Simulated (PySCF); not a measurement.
# C⁺: ionisation energy

C⁺ [He] 2s2 2p1 (2P) → C²⁺ [He] 2s2 (1S), as a difference of total energies. All numbers are calculated (PySCF 2.14, scalar relativity by spin-free X2C-1e, in dyall-acv3z (15s9p4d2f, 76 functions)). Correlated levels: valence: 1s2 frozen; virtual orbitals above 40 to 60 times the deepest correlated orbital energy dropped. The calculations carry no spin-orbit coupling.

```csv
method,ionisation energy (eV)
UHF,24.168
MP2 (valence),24.381
SCS-MP2 (valence),24.337
CCSD (valence),24.215
CCSD(T) (valence),24.247
```

Errors of the correlated levels include the incompleteness of this basis and the frozen core.

The coupled-cluster amplitudes are large for C²⁺ (T1 above 0.03 or a double amplitude above 0.15), so a single reference is strained.

Question: Which method comes closest to the reference value, and which is furthest?

Answer: The reference is 24.378 eV (measured; NIST levels, between the centres of gravity of the two terms). Closest: MP2 (valence) (error 0.003 eV); furthest: UHF (error -0.210 eV).
